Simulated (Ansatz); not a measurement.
Consider the substitution at a C–Zn bond: `C#[C][ZnH]` + `CC=N` → `C#C/N=C\C` + `[ZnH2]`.

Gas-phase electronic energies from Ansatz, PBE0-D4/def2-TZVP geometries. CCSD(T)/CBS is the MP2 limit (def2-TZVPP, def2-QZVPP) plus CCSD(T) − MP2 in def2-TZVPP, frozen cores. Functionals use def2-TZVPP. HSE06 is defined as in plane-wave codes. For Zn outer-core shells are correlated without core-valence functions, which leaves a few kJ/mol of doubt a bond. Scalar relativity is left out up to krypton. Each species was taken in one conformer, which may not be the lowest.

```tsv
level	ΔE (kcal/mol)	difference from CCSD(T)/CBS
PBE-D4	15.2	-8.0
BLYP-D4	16.0	-7.2
B97M-V	16.2	-7.0
HSE06-D4	17.2	-6.0
ωB97M-V	21.5	-1.7
PBE-QIDH	21.1	-2.1
PBE0	17.9	-5.3
r2SCANh	18.4	-4.8
LC-ωPBE	20.8	-2.4
RPA@PBE/def2-TZVPP	24.6	1.4
MP2/def2-SVP	21.4	-1.8
CCSD(T)/def2-SVP	21.6	-1.6
SCS-MP2/def2-TZVPP	24.4	1.2
SCS-MP2/def2-QZVPP	24.0	0.8
MP2/CBS(def2)	23.1	-0.1
CCSD/CBS(def2)	23.9	0.7
CCSD(T)/CBS	23.2	0
```

Largest T1 diagnostic among the species: 0.016.

From BLYP to BHLYP (50 % exact exchange), in def2-TZVPP and without D4, ΔE moves by +3.0 kcal/mol. Leaving LDA and LC-ωPBE aside and taking each functional with its dispersion term where it has one, the values, not all of them listed here, spread over 6.7 kcal/mol, from revPBE-D4 to ωB97M-V. LDA lies −4.5 kcal/mol from PBE without D4. The D4 term adds −1.2 kcal/mol with B3LYP and −0.7 kcal/mol with PBE0; it sums over pairs of atoms, weighted by their polarisabilities, and B3LYP, whose exchange is more repulsive, gets the larger term.

B3LYP here is the variant with VWN-RPA as its local correlation; programs differ in this.
